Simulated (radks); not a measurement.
Task: Spherical quantum dot in the effective-mass picture: electrons in a parabolic well V = omega^2 r^2 / 2 with omega = 0.335, with a point charge +2 (a donor) at the centre, all in effective atomic units (hartree* = m*/eps^2 hartree, bohr* = eps/m* bohr), one dielectric constant everywhere. Method: non-relativistic Kohn-Sham, PBEsol, spin-polarised, spherical densities; computed with a radial shooting solver with Libxc functionals. Levels are named by radial order and angular momentum (1s, 1p, 1d, 2s, ...), and open shells are averaged over m. Results are scaled to m* = 0.044 and eps = 10.3, for which hartree* = 11.29 meV and bohr* = 12.39 nm. At N = 2 the configuration is 1s2. Does electron 3 go into 2s up or 1p up?

Result: Into 1p up. The total energies of the other choices lie higher by 0.324 meV (2s up).
